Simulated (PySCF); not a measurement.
A calculated (TPSS, PySCF 2.14, x2c-TZVPall, scalar relativity by spin-free X2C-1e) atom or ion has these occupied shells.

| shell | electrons | orbital energy (eV) | rms radius, mean of both spins (bohr) |
| --- | --- | --- | --- |
| 1s α | 1 | -2772.0 | 0.105 |
| 1s β | 1 | -2771.6 | 0.105 |
| 2s α | 1 | -267.22 | 0.483 |
| 2s β | 1 | -266.89 | 0.483 |
| 2p α | 3 | -205.08 | 0.454 |
| 2p β | 3 | -204.59 | 0.454 |
| 3s α | 1 | -33.591 | 1.61 |
| 3s β | 1 | -30.748 | 1.61 |
| 3p α | 3 | -20.508 | 1.85 |
| 3p β | 1 | -18.607 | 1.85 |

(1) Name the element and its charge.

## Answers

(1) Cl+ (chlorine, charge +1), in [Ne] 3s2 3p4, high-spin 3P determinant.
